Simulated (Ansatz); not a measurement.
C₂H₅NOSi⁺, that is SiH2Me(NCO) with one electron fewer. The state is a doublet with charge 1. Geometry PBE-D4/def2-SVP, that of the neutral singlet; atoms count from 1.

```xyz
10

Si    0.724    0.059    0.386
H     1.476   -1.089    1.001
H     1.573    1.298    0.465
C    -0.928    0.318    1.241
H    -0.771    0.549    2.315
H    -1.556   -0.592    1.170
H    -1.482    1.161    0.782
N     0.468   -0.307   -1.291
C     0.323   -0.570   -2.461
O     0.175   -0.827   -3.607
```

**Question.** Estimate the Mulliken populations from the PBE0/def2-TZVP orbitals of Ansatz.

**Answer.** 
```csv
atom,charge (e),spin (α − β)
Si1,0.30,0.02
H2,0.10,0.05
H3,0.10,0.05
C4,-0.43,0.24
H5,0.22,0.01
H6,0.21,0.00
H7,0.21,0.00
N8,-0.11,0.43
C9,0.42,-0.11
O10,-0.02,0.32
```
Mulliken values depend strongly on the basis.

**Question.** Where does the spin sit?

**Answer.** Summed by element: Si 0.02, H 0.11, C 0.13, N 0.43, O 0.32, of 1 unpaired in all. Largest on single atoms: N8 0.43, O10 0.32, C4 0.24.

**Question.** And the Mayer bond orders between heavy atoms (over 0.3)?

**Answer.** Si1–C4 0.89 (1.88 Å); Si1–N8 1.06 (1.74 Å); N8–C9 1.89 (1.21 Å); C9–O10 2.11 (1.18 Å).
